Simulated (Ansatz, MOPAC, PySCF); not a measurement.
Protons, H atoms and electrons added to or taken from OB(O)O. All species are isolated molecules in the gas phase. One relaxed conformer stands for each flexible species; it need not be the lowest. Strings in code marks are SMILES.

Quantity: vertical detachment energy (energy after one electron is removed minus that of the parent at the parent's geometry), in eV. Levels without diffuse functions put anions too high.

Level 1: frozen-core MP2/aug-cc-pVTZ // CAM-B3LYP-D3(BJ)/def2-TZVPD (Ansatz, a first-principles code)
Level 2: minus the HOMO energy of HF/STO-3G // CAM-B3LYP-D3(BJ)/def2-TZVPD (PySCF)
Level 3: minus the HOMO energy of PM6 // CAM-B3LYP-D3(BJ)/def2-TZVPD (MOPAC)
Level 4: minus the HOMO energy of TPSSh-D3(BJ)/def2-TZVPD // CAM-B3LYP-D3(BJ)/def2-TZVPD (PySCF)

```json
[
 {"species": "`[O-]B(O)O` (O–B–O–H torsion 180°, O–B–O–H torsion 0°)", "level 1": "3.89", "level 2": "-1.29", "level 3": "4.65", "level 4": "0.118"}
]
```
